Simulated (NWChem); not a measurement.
System: C2H8SSi; SMILES C[SiH](C)S

Input file for NWChem:

```
start job
memory heap 200 mb stack 900 mb global 1100 mb
geometry units angstroms noautosym nocenter noautoz
  Si    -0.393949     0.384477     0.000000
  C      0.270781     1.214201    -1.547139
  C      0.270781     1.214201     1.547139
  S      0.048200    -1.732486     0.000000
  H     -1.887995     0.407639     0.000000
  H      1.371599     1.175990    -1.572169
  H     -0.106980     0.713565    -2.451099
  H     -0.031139     2.273648    -1.582842
  H     -0.106980     0.713565     2.451099
  H      1.371599     1.175990     1.572169
  H     -0.031139     2.273648     1.582842
  H      1.390710    -1.572372     0.000000
end
basis spherical
  * library 6-31g*
end
dft
  xc b3lyp
  iterations 150
end
property
  shielding 8 1 2 4 5 6 7 8 12
end
task dft property
```

Structure relaxed at the PBE0/def2-SVP level. B3LYP is NWChem's, with the RPA form of VWN correlation.

GIAO values for the isolated, static molecule; σ is the absolute isotropic shielding, δ = σ(reference) − σ with the isolated reference molecule computed at the same levels (13C: tetramethylsilane, 1H: tetramethylsilane, 29Si: tetramethylsilane).

Atoms are numbered as in the input.

Q: Predict the main results of this run. (B3LYP/6-31G* (spherical d), GIAO.) Quantities: δ Si1 (ppm); δ C2 (ppm); σ S4 (ppm); δ H5 (ppm); δ H6 (rotor mean) (ppm); δ H12 (ppm).

A: The δ Si1 (ppm) is 15.9 and the δ C2 (ppm) is 3.4. The σ S4 (ppm) is 708.4, the δ H5 (ppm) is 4.80 and the δ H6 (rotor mean) (ppm) comes out as 0.21. The δ H12 (ppm) is -0.53.
